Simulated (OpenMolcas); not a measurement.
## Pt2+: terms and fine structure

| Quantity | Value |
| --- | --- |
| Program | OpenMolcas |
| Method | SS-CASPT2, IPEA 0.25 Eh, imaginary shift 0.1 Eh (closed shells correlated: 5s 5p) |
| Basis | ANO-RCC-VTZP [8s7p5d3f1g] |
| Scalar Hamiltonian | DKH2, point nucleus |
| Active space | 8 electrons in 6 orbitals (5d 6s) |
| State averaging | 2S+1 = 5 even, 15 roots; 2S+1 = 3 even, 71 roots (60 in the spin-orbit step); 2S+1 = 1 even, 55 roots |
| Spin-orbit coupling | state interaction with AMFI integrals over the reference wave functions, term energies averaged over their components |

With spin-orbit coupling, above the lowest level:

```json
{"Configuration": "5d⁸", "Term": "³F", "J": "4", "E (cm⁻¹)": "0.0", "Measured (cm⁻¹)": "0.0", "g": "1.239", "Term weight %": "95", "Second": "4 ¹G"}
{"Configuration": "5d⁸", "Term": "¹D", "J": "2", "E (cm⁻¹)": "5160", "Measured (cm⁻¹)": "", "g": "1.146", "Term weight %": "45", "Second": "39 ³P"}
{"Configuration": "5d⁸", "Term": "³F", "J": "3", "E (cm⁻¹)": "10410", "Measured (cm⁻¹)": "9752", "g": "1.084", "Term weight %": "100", "Second": ""}
{"Configuration": "5d⁸", "Term": "³P", "J": "2", "E (cm⁻¹)": "14630", "Measured (cm⁻¹)": "", "g": "1.093", "Term weight %": "47", "Second": "45 ³F"}
{"Configuration": "5d⁸", "Term": "³P", "J": "0", "E (cm⁻¹)": "15400", "Measured (cm⁻¹)": "14939", "g": "", "Term weight %": "87", "Second": "13 ¹S"}
{"Configuration": "5d⁸", "Term": "³P", "J": "1", "E (cm⁻¹)": "17020", "Measured (cm⁻¹)": "16782", "g": "1.502", "Term weight %": "98", "Second": ""}
{"Configuration": "5d⁷ 6s", "Term": "⁵F", "J": "5", "E (cm⁻¹)": "20220", "Measured (cm⁻¹)": "21837", "g": "1.375", "Term weight %": "88", "Second": "12 ³G"}
{"Configuration": "5d⁸", "Term": "¹G", "J": "4", "E (cm⁻¹)": "21730", "Measured (cm⁻¹)": "21331", "g": "1.023", "Term weight %": "90", "Second": "4 ³F"}
{"Configuration": "5d⁸", "Term": "¹D", "J": "2", "E (cm⁻¹)": "25160", "Measured (cm⁻¹)": "", "g": "0.936", "Term weight %": "47", "Second": "39 ³F"}
{"Configuration": "5d⁷ 6s", "Term": "⁵F", "J": "4", "E (cm⁻¹)": "26240", "Measured (cm⁻¹)": "", "g": "1.287", "Term weight %": "71", "Second": "14 ³F(1)"}
{"Configuration": "5d⁷ 6s", "Term": "⁵F", "J": "3", "E (cm⁻¹)": "30810", "Measured (cm⁻¹)": "", "g": "1.280", "Term weight %": "77", "Second": "11 ³D(1)"}
{"Configuration": "5d⁷ 6s", "Term": "⁵F", "J": "2", "E (cm⁻¹)": "32720", "Measured (cm⁻¹)": "", "g": "1.086", "Term weight %": "67", "Second": "20 ³D(1)"}
{"Configuration": "5d⁷ 6s", "Term": "⁵F", "J": "1", "E (cm⁻¹)": "33660", "Measured (cm⁻¹)": "", "g": "0.307", "Term weight %": "61", "Second": "26 ³D(1)"}
{"Configuration": "5d⁷ 6s", "Term": "³F(1)", "J": "4", "E (cm⁻¹)": "34580", "Measured (cm⁻¹)": "", "g": "1.230", "Term weight %": "59", "Second": "24 ⁵F"}
{"Configuration": "5d⁷ 6s", "Term": "⁵P", "J": "2", "E (cm⁻¹)": "35000", "Measured (cm⁻¹)": "", "g": "1.581", "Term weight %": "52", "Second": "22 ³P(1)"}
{"Configuration": "5d⁷ 6s", "Term": "⁵P", "J": "3", "E (cm⁻¹)": "35580", "Measured (cm⁻¹)": "", "g": "1.534", "Term weight %": "71", "Second": "11 ⁵F"}
{"Configuration": "5d⁷ 6s", "Term": "⁵P", "J": "1", "E (cm⁻¹)": "39720", "Measured (cm⁻¹)": "", "g": "1.849", "Term weight %": "54", "Second": "20 ³P(2)"}
{"Configuration": "5d⁷ 6s", "Term": "³F(1)", "J": "3", "E (cm⁻¹)": "41090", "Measured (cm⁻¹)": "", "g": "1.181", "Term weight %": "62", "Second": "15 ⁵P"}
{"Configuration": "5d⁷ 6s", "Term": "³G", "J": "5", "E (cm⁻¹)": "41260", "Measured (cm⁻¹)": "", "g": "1.180", "Term weight %": "64", "Second": "21 ³H"}
{"Configuration": "5d⁷ 6s", "Term": "³F(1)", "J": "2", "E (cm⁻¹)": "43570", "Measured (cm⁻¹)": "", "g": "1.064", "Term weight %": "46", "Second": "22 ⁵P"}
{"Configuration": "5d⁷ 6s", "Term": "³G", "J": "4", "E (cm⁻¹)": "43770", "Measured (cm⁻¹)": "", "g": "1.020", "Term weight %": "43", "Second": "29 ³H"}
{"Configuration": "5d⁷ 6s", "Term": "³P(1)", "J": "2", "E (cm⁻¹)": "44980", "Measured (cm⁻¹)": "", "g": "1.324", "Term weight %": "33", "Second": "32 ³P(2)"}
{"Configuration": "5d⁷ 6s", "Term": "¹P", "J": "1", "E (cm⁻¹)": "45200", "Measured (cm⁻¹)": "", "g": "1.431", "Term weight %": "31", "Second": "27 ⁵P"}
{"Configuration": "5d⁸", "Term": "¹S", "J": "0", "E (cm⁻¹)": "45340", "Measured (cm⁻¹)": "", "g": "", "Term weight %": "50", "Second": "32 5d⁷ 6s ³P(2)"}
{"Configuration": "5d⁷ 6s", "Term": "³H", "J": "6", "E (cm⁻¹)": "47200", "Measured (cm⁻¹)": "", "g": "1.167", "Term weight %": "100", "Second": ""}
{"Configuration": "5d⁷ 6s", "Term": "³G", "J": "3", "E (cm⁻¹)": "48460", "Measured (cm⁻¹)": "", "g": "0.834", "Term weight %": "78", "Second": "6 ³F(2)"}
{"Configuration": "5d⁷ 6s", "Term": "³H", "J": "5", "E (cm⁻¹)": "50030", "Measured (cm⁻¹)": "", "g": "1.036", "Term weight %": "59", "Second": "33 ¹H"}
{"Configuration": "5d⁷ 6s", "Term": "¹G", "J": "4", "E (cm⁻¹)": "50750", "Measured (cm⁻¹)": "", "g": "1.034", "Term weight %": "38", "Second": "29 ³G"}
{"Configuration": "5d⁷ 6s", "Term": "³P(2)", "J": "0", "E (cm⁻¹)": "51770", "Measured (cm⁻¹)": "", "g": "", "Term weight %": "59", "Second": "33 5d⁸ ¹S"}
{"Configuration": "5d⁷ 6s", "Term": "³D(1)", "J": "3", "E (cm⁻¹)": "52580", "Measured (cm⁻¹)": "", "g": "1.271", "Term weight %": "62", "Second": "23 ³F(1)"}
{"Configuration": "5d⁷ 6s", "Term": "³P(2)", "J": "2", "E (cm⁻¹)": "53140", "Measured (cm⁻¹)": "", "g": "1.290", "Term weight %": "45", "Second": "20 ³D(1)"}
{"Configuration": "5d⁷ 6s", "Term": "³P(1)", "J": "1", "E (cm⁻¹)": "53380", "Measured (cm⁻¹)": "", "g": "1.183", "Term weight %": "51", "Second": "22 ³D(1)"}
{"Configuration": "5d⁷ 6s", "Term": "¹D(1)", "J": "2", "E (cm⁻¹)": "55230", "Measured (cm⁻¹)": "", "g": "1.070", "Term weight %": "21", "Second": "20 ³D(1)"}
{"Configuration": "5d⁷ 6s", "Term": "³F(2)", "J": "2", "E (cm⁻¹)": "56900", "Measured (cm⁻¹)": "", "g": "0.790", "Term weight %": "75", "Second": "9 ¹D(1)"}
{"Configuration": "5d⁷ 6s", "Term": "³F(2)", "J": "3", "E (cm⁻¹)": "57640", "Measured (cm⁻¹)": "", "g": "1.092", "Term weight %": "71", "Second": "16 ¹F"}
{"Configuration": "5d⁷ 6s", "Term": "³P(2)", "J": "1", "E (cm⁻¹)": "58290", "Measured (cm⁻¹)": "", "g": "1.313", "Term weight %": "34", "Second": "21 ³P(1)"}
{"Configuration": "5d⁷ 6s", "Term": "³H", "J": "4", "E (cm⁻¹)": "58670", "Measured (cm⁻¹)": "", "g": "0.933", "Term weight %": "52", "Second": "25 ¹G"}
{"Configuration": "5d⁷ 6s", "Term": "³P(1)", "J": "0", "E (cm⁻¹)": "59990", "Measured (cm⁻¹)": "", "g": "", "Term weight %": "87", "Second": "9 ³P(2)"}
{"Configuration": "5d⁷ 6s", "Term": "¹H", "J": "5", "E (cm⁻¹)": "60020", "Measured (cm⁻¹)": "", "g": "1.044", "Term weight %": "62", "Second": "20 ³H"}
{"Configuration": "5d⁷ 6s", "Term": "³F(2)", "J": "4", "E (cm⁻¹)": "63150", "Measured (cm⁻¹)": "", "g": "1.193", "Term weight %": "70", "Second": "19 ¹G"}
```

Against the 5 measured excited levels shown (NIST levels as listed in McCann et al., Mon. Not. R. Astron. Soc. 538, 537 (2025)) the mean absolute deviation is 680 cm-1; the largest miss in energy is 5d⁷ 6s ⁵F₅: computed 20220, measured 21837 cm⁻¹ (-7.4 %).

Spin-orbit coupling puts the lowest level 8078 cm⁻¹ below the lowest spin-free term.

Term energies are means over components that CASPT2 splits; among the terms shown or strongly mixed into the levels shown the widest spread is 460 cm-1 (5d⁸ ¹G). Some high roots are left out of the spin-orbit mixing, which shifts the levels that they would mix with. A single d shell beside an s shell can misplace configurations of different d count against each other. The CASPT2 spread within a term exceeds the gap to the next term for 5d⁷ 6s ¹P and 5d⁷ 6s ¹H, so the order of their levels is uncertain. Measured partners are found by configuration, term and J. A level has none where our copy of the source lacks it or the pairing is in doubt (some pairs that miss far off the trend of their configuration count as doubtful), and it then counts in no deviation. Levels of configurations outside the active space are missing. The first state left out of the spin-orbit step lies near 90000 cm-1 above the lowest spin-free state of the reference (among the parities and spins computed), and the list stops at four fifths of that energy or lower. The table shows the lowest 40 of 44 levels.

The term weight is that of the spin-free term in the level, not the purity of its configuration. A number in round brackets counts repeated terms of one configuration in the order of the reference energies.
